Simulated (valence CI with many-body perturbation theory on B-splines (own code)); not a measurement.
## Ladder of approximations for Pb66+

Calculated by valence CI with perturbative core correlation (CI+MBPT): six valence electrons over a frozen Dirac-Fock core [Ne], a basis of 9 s, 9 p, 8 d, 6 f, 3 g, 1 h functions for each j, with the one-electron correlation potential Σ1 (screened to all orders), the two-electron term Σ2, the three-electron term Σ3, Breit, model QED; selected single and double excitations, second order for the rest, scaled by the run's own slope (own B-spline code, finite nucleus).

No measured spectrum was set against this ion. As an estimate, large intervals hold to a few tenths of a per cent, small ones and those within an open d or f shell to about a per cent. Among the levels kept, up to 1200 cm⁻¹ of a level comes from second order outside the variational space, and about a tenth of that is noise between levels of different J, which matters for small intervals.

Each rung adds one term. CI alone is the Dirac-Coulomb CI over the frozen core; QED comes last and gives the full result, which names the levels. Energies are above (3s^2 3p1/2^2 3p3/2^2) J=2 on the same rung, in × 10³ cm⁻¹.

Levels are named by their leading jj configuration (3d3/2^4 stands for four electrons in 3d with j = 3/2), which in mixed levels can hold well under half, so a name can repeat and another be missing.

| Level | CI alone |
| --- | --- |
| (3s^2 3p1/2^2 3p3/2^2) J=0 | 177.51 |
| (3s^2 3p1/2^2 3p3/2 3d3/2) J=2 | 2188.8 |
| (3s^2 3p1/2^2 3p3/2 3d3/2) J=1 | 2269.5 |
| (3s^2 3p1/2^2 3p3/2 3d3/2) J=0 | 2263.7 |
| (3s^2 3p1/2^2 3p3/2 3d3/2) J=3 | 2278.5 |
| (3s^2 3p1/2^2 3p3/2 3d5/2) J=4 | 3294.8 |
| (3s^2 3p1/2^2 3p3/2 3d5/2) J=2 | 3363.4 |
| (3s^2 3p1/2^2 3p3/2 3d5/2) J=3 | 3535.3 |
| (3s^2 3p1/2^2 3p3/2 3d5/2) J=1 | 3633.8 |
| (3s^2 3p1/2^2 3d3/2^2) J=2 | 4471.2 |
| (3s^2 3p1/2 3p3/2^3) J=1 | 4668.1 |
| (3s^2 3p1/2^2 3d3/2^2) J=0 | 4690.7 |
| (3s^2 3p1/2 3p3/2^3) J=2 | 4759.6 |
| (3s^2 3p1/2^2 3d3/2 3d5/2) J=3 | 5622.1 |
| (3s^2 3p1/2^2 3d3/2 3d5/2) J=2 | 5721.9 |
| (3s^2 3p1/2^2 3d3/2 3d5/2) J=4 | 5776.7 |

(1) What do these energies become with core correlation, Breit and QED?

(2) How does the ionisation energy move along the ladder, and which term matters most?

Answers

(1) (3s^2 3p1/2^2 3p3/2^2) J=0 182.71 (+5.20); (3s^2 3p1/2^2 3p3/2 3d3/2) J=2 2163.8 (-25.00); (3s^2 3p1/2^2 3p3/2 3d3/2) J=1 2245.4 (-24.12); (3s^2 3p1/2^2 3p3/2 3d3/2) J=0 2246.8 (-16.84); (3s^2 3p1/2^2 3p3/2 3d3/2) J=3 2247.6 (-30.92); (3s^2 3p1/2^2 3p3/2 3d5/2) J=4 3243.3 (-51.52); (3s^2 3p1/2^2 3p3/2 3d5/2) J=2 3314.9 (-48.50); (3s^2 3p1/2^2 3p3/2 3d5/2) J=3 3481.3 (-54.06); (3s^2 3p1/2^2 3p3/2 3d5/2) J=1 3588.6 (-45.21); (3s^2 3p1/2^2 3d3/2^2) J=2 4421.3 (-49.93); (3s^2 3p1/2 3p3/2^3) J=1 4626.1 (-41.95); (3s^2 3p1/2^2 3d3/2^2) J=0 4651.4 (-39.36); (3s^2 3p1/2 3p3/2^3) J=2 4711.6 (-48.02); (3s^2 3p1/2^2 3d3/2 3d5/2) J=3 5546.5 (-75.60); (3s^2 3p1/2^2 3d3/2 3d5/2) J=2 5647.8 (-74.11); (3s^2 3p1/2^2 3d3/2 3d5/2) J=4 5690.6 (-86.11).

(2) CI alone 7659.6, + Σ1 7660.5, + Σ2 7660.9, + Σ3 7660.0, + Breit 7652.7, + QED 7651.7 eV. The largest step is Breit, -7.3 eV. NIST lists 7650 ± 40 eV (theoretical).
